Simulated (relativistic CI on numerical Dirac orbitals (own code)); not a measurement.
# Ligand-field terms of d2

Computed with a parametric ligand-field model of a d^n configuration (Racah B and C, spin-orbit zeta, crystal field), exact diagonalisation.

Field parameters in Wybourne normalisation: D3d B²₀ = −7Dσ, B⁴₀ = −14Dq − 21Dτ, B⁴₃ = −14√(10/7) Dq; D4h B²₀ = −7Ds, B⁴₀ = 21(Dq − Dt), B⁴₄ = 21√(5/14) Dq; Oh B⁴₀ = 21Dq, B⁴₄ = √(5/14) B⁴₀. The field is a parameter set, without covalency.

(1) Ground term and bands for B = 600, C = 2250, ζ = 0 cm⁻¹, Oh, 10Dq = 15550 cm⁻¹?

(2) A d2 ion in Oh symmetry has the ground term 3T1 and bands at 1T2 14478 cm⁻¹ (691 nm), 1E 14741 cm⁻¹ (678 nm), 3T2 22421 cm⁻¹ (446 nm), 1A1 31408 cm⁻¹ (318 nm), 3T1 35741 cm⁻¹ (280 nm), 3A2 46821 cm⁻¹ (214 nm). Which parameters reproduce them?

(3) Ground term and bands for B = 1020, C = 4980, ζ = 0 cm⁻¹, D3d, 10Dq = 12300, Dσ = -450, Dτ = -180 cm⁻¹?

(4) Ground term and bands for B = 1020, C = 4450, ζ = 0 cm⁻¹, D4h, 10Dq = 7700, Ds = -220, Dt = 170 cm⁻¹?

(5) Ground term and bands for B = 690, C = 2510, ζ = 0 cm⁻¹, D4h, 10Dq = 26850, Ds = -1340, Dt = 80 cm⁻¹?

Answers

(1) Ground term 3T1 with 0.03 electrons in the two orbitals of the cubic e set. Spin-allowed: 3T2 14351 cm⁻¹ (697 nm), 3T1 22153 cm⁻¹ (451 nm), 3A2 29901 cm⁻¹ (334 nm). Lowest spin-forbidden: 1T2 8418 cm⁻¹ (1188 nm), 1E 8560 cm⁻¹ (1168 nm), 1A1 18473 cm⁻¹ (541 nm).

(2) B = 1020, C = 3900, ζ = 0 cm⁻¹, Oh, 10Dq = 24400 cm⁻¹.

(3) Ground term 3A2 with 0.06 electrons in the two orbitals of the cubic e set. Spin-allowed: 3E 2236 cm⁻¹, 3A1 10857 cm⁻¹ (921 nm), 3E 12022 cm⁻¹ (832 nm), 3A2 23243 cm⁻¹ (430 nm). Lowest spin-forbidden: 1E 16824 cm⁻¹ (594 nm), 1A1 19187 cm⁻¹ (521 nm), 1E 19319 cm⁻¹ (518 nm).

(4) Ground term 3E with 0.10 electrons in the two orbitals of the cubic e set. Spin-allowed: 3A2 1178 cm⁻¹, 3B2 5143 cm⁻¹ (1944 nm), 3E 6631 cm⁻¹ (1508 nm), 3B1 12843 cm⁻¹ (779 nm). Lowest spin-forbidden: 1E 15482 cm⁻¹ (646 nm), 1A1 15510 cm⁻¹ (645 nm), 1B2 16372 cm⁻¹ (611 nm).

(5) Ground term 3E with 0.01 electrons in the two orbitals of the cubic e set. Spin-allowed: 3A2 4194 cm⁻¹ (2384 nm), 3B2 25782 cm⁻¹ (388 nm), 3E 26092 cm⁻¹ (383 nm), 3A2 29790 cm⁻¹ (336 nm). Lowest spin-forbidden: 1A1 7007 cm⁻¹ (1427 nm), 1E 9414 cm⁻¹ (1062 nm), 1B2 13789 cm⁻¹ (725 nm).
